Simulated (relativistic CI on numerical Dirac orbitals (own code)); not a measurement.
Sensitivity of the levels of Nb²⁴⁺ to α and to the nuclear radius

These numbers are calculated, not measured: Dirac-Coulomb-Breit CI, separate exchange-only KLI orbitals for each configuration, derivatives by finite differences, unscaled Slater integrals, QED left out (own radial code, finite nucleus).

Configuration list (outside the closed core [Ne]): 3s2 3p5, 3s 3p6, 3s2 3p4 3d, 3s 3p5 3d, 3p6 3d, 3s 3p4 3d2, 3p5 3d2, 3p4 3d3. Double excitations out of closed p, d and f shells are left out; levels of such configurations are missing from the list, as are those of other unlisted configurations, and high levels can miss mixing partners.

With x = (α/α₀)² − 1 an excitation energy changes as ω = ω₀ + qx; K = 2q/ω₀ is the relative enhancement. Terms are leading LS components, so labels can repeat. The field-shift factor is F = δν/δ⟨r²⟩ for the transition from the lowest level.

Lowest level 3s2 3p5 2P°_3/2.

| Level | ω₀ (cm⁻¹) | q (cm⁻¹) | K | F (GHz/fm²) |
| --- | --- | --- | --- | --- |
| 3s2 3p5 2P°_1/2 | 166446 | 175600 | 2.11 | -2.39 |
| 3s 3p6 2S_1/2 | 717362 | 178300 | 0.497 | -127 |
| 3s2 3p4 3d 4D_3/2 | 831326 | 25620 | 0.0616 | 0.431 |
| 3s2 3p4 3d 4D_5/2 | 832695 | 34960 | 0.084 | 0.496 |
| 3s2 3p4 3d 2P_1/2 | 848747 | 36280 | 0.0855 | -0.27 |
| 3s2 3p4 3d 4D_7/2 | 851169 | 53500 | 0.126 | 0.66 |
| 3s2 3p4 3d 4F_9/2 | 895730 | 48540 | 0.108 | 1.1 |
| 3s2 3p4 3d 2F_7/2 | 897087 | 28160 | 0.0628 | 0.767 |
| 3s2 3p4 3d 2D_3/2 | 925391 | 43110 | 0.0932 | -0.0721 |
| 3s2 3p4 3d 4P_1/2 | 946952 | 91920 | 0.194 | -10.1 |
| 3s2 3p4 3d 4D_1/2 | 966634 | 175700 | 0.364 | -2.18 |
| 3s2 3p4 3d 4F_5/2 | 979309 | 106200 | 0.217 | -0.434 |
| 3s2 3p4 3d 4F_3/2 | 983294 | 102600 | 0.209 | -0.292 |

At this charge energies of transitions that change n are usually good to better than 1 %, and those within a shell (Δn = 0) to a few per cent.
